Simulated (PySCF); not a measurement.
Isomers of C5H9Cl2NSi, mass 180.988 u with the commonest isotopes. Method: PBE0/pcSseg-1 in PySCF (dipole) on a GFN2-xTB geometry, gas phase. One conformer each, none proved a minimum here; rigid rotors.

Question: Order these by out-of-plane moment Σ m c² = (Ia + Ib − Ic)/2, smallest first.
A. `[N:1]#[C:2][CH2:3][C@H:4]([CH2:5][Cl:6])[SiH2:7][CH2:8][Cl:9]` with C2–C3–C4–C5 -60°, C3–C4–C5–Cl6 -173°, C3–C4–Si7–C8 -37°, C4–Si7–C8–Cl9 74°
B. `[CH3:1][CH2:2][Si@@H:3]([C:4]#[N:5])[CH2:6][CH:7]([Cl:8])[Cl:9]` with C1–C2–Si3–C4 -175°, C2–Si3–C6–C7 -156°, Si3–C6–C7–Cl8 -57°
C. `[H]/[N:6]=[CH:5]/[C:3](=[C:2](\[CH3:1])[CH:7]([Cl:8])[Cl:9])[SiH3:4]` with C2–C3–C5–N6 172°, C1–C2–C7–Cl8 -121°

Answer: A (38.00 u·Å²), B (115.30 u·Å²), C (152.69 u·Å²).

Question: Order these by rotational constant C, smallest first.
A. `[H]/[N:6]=[CH:5]/[C:3](=[C:2](\[CH3:1])[CH:7]([Cl:8])[Cl:9])[SiH3:4]` with C2–C3–C5–N6 172°, C1–C2–C7–Cl8 -121°
B. `[CH3:1][CH2:2][Si@@H:3]([C:4]#[N:5])[CH2:6][CH:7]([Cl:8])[Cl:9]` with C1–C2–Si3–C4 -175°, C2–Si3–C6–C7 -156°, Si3–C6–C7–Cl8 -57°
C. `[N:1]#[C:2][CH2:3][C@H:4]([CH2:5][Cl:6])[SiH2:7][CH2:8][Cl:9]` with C2–C3–C4–C5 -60°, C3–C4–C5–Cl6 -173°, C3–C4–Si7–C8 -37°, C4–Si7–C8–Cl9 74°

Answer: C (424.3 MHz), B (472.7 MHz), A (639.8 MHz).

Question: Order these by rotational constant A, largest first.
A. `[CH3:1][CH2:2][Si@@H:3]([C:4]#[N:5])[CH2:6][CH:7]([Cl:8])[Cl:9]` with C1–C2–Si3–C4 -175°, C2–Si3–C6–C7 -156°, Si3–C6–C7–Cl8 -57°
B. `[N:1]#[C:2][CH2:3][C@H:4]([CH2:5][Cl:6])[SiH2:7][CH2:8][Cl:9]` with C2–C3–C4–C5 -60°, C3–C4–C5–Cl6 -173°, C3–C4–Si7–C8 -37°, C4–Si7–C8–Cl9 74°
C. `[H]/[N:6]=[CH:5]/[C:3](=[C:2](\[CH3:1])[CH:7]([Cl:8])[Cl:9])[SiH3:4]` with C2–C3–C5–N6 172°, C1–C2–C7–Cl8 -121°

Answer: C (1292 MHz), A (1240 MHz), B (1030 MHz).

```csv
SMILES,point group,Ia (u·Å²),Ib (u·Å²),Ic (u·Å²),κ,μa (D),μb (D),μc (D)
[H]/N=C/C([SiH3])=C(\C)C(Cl)Cl,near Cs,391.22,704.11,789.95,-0.76,1.04,4.34,0.36
CC[Si@@H](C#N)CC(Cl)Cl,C1,407.42,892.23,1069.03,-0.76,2.60,3.66,0.72
N#CC[C@H](CCl)[SiH2]CCl,C1,490.71,776.30,1191.02,-0.25,1.89,2.52,0.73
```
